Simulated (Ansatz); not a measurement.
`[SiH3][SiH2][GeH2][GeH2][SiH2][GeH3]` + `N[SiH2]F` → `F[SiH2]N[SiH2][SiH3]` + `[GeH3][SiH2][GeH2][GeH3]`  (cleavage of the Si–Ge bond)

Program: Ansatz. Geometries: PBE0-D4/def2-TZVP. ΔE: electronic, gas phase. CCSD(T)/CBS is the MP2 limit (def2-TZVPP, def2-QZVPP) plus CCSD(T) − MP2 in def2-TZVPP, frozen cores. Functionals use def2-TZVPP. B3LYP here is the variant with VWN-RPA as its local correlation; programs differ in this. For Ge outer-core shells are correlated without core-valence functions, which leaves a few kJ/mol of doubt a bond. Scalar relativity is left out up to krypton. Each species was taken in one conformer, which may not be the lowest.

```
             level  ΔE (kJ/mol)  difference from CCSD(T)/CBS
            PBE-D4          1.0                         12.2
         r2SCAN-D4        -10.4                          0.8
           PBE0-D4         -2.3                          8.9
           ωB97X-V        -14.9                         -3.7
           ωB97M-V        -14.8                         -3.6
            B2PLYP        -21.3                        -10.1
              PBE0        -10.3                          0.9
             B3LYP        -24.6                        -13.4
     HF/def2-TZVPP        -41.9                        -30.7
    MP2/def2-TZVPP        -12.7                         -1.5
SCS-MP2/def2-TZVPP        -20.4                         -9.2
   CCSD/def2-TZVPP        -17.0                         -5.8
     HF/def2-QZVPP        -44.7                        -33.5
SCS-MP2/def2-QZVPP        -20.8                         -9.6
     MP2/CBS(def2)        -11.0                          0.2
    CCSD/CBS(def2)        -15.3                         -4.1
       CCSD(T)/CBS        -11.2                            0
```

Largest T1 diagnostic among the species: 0.013.

From PBE to PBE0 (25 % exact exchange), in def2-TZVPP and without D4, ΔE moves by −3.4 kJ/mol. In def2-TZVPP, CCSD(T) changes the Hartree–Fock value by +29.0 kJ/mol (the triples alone add +4.1 kJ/mol) and MP2 by +29.2 kJ/mol. The D4 term adds +12.6 kJ/mol with B3LYP and +8.0 kJ/mol with PBE0; it sums over pairs of atoms, weighted by their polarisabilities, and B3LYP, whose exchange is more repulsive, gets the larger term.
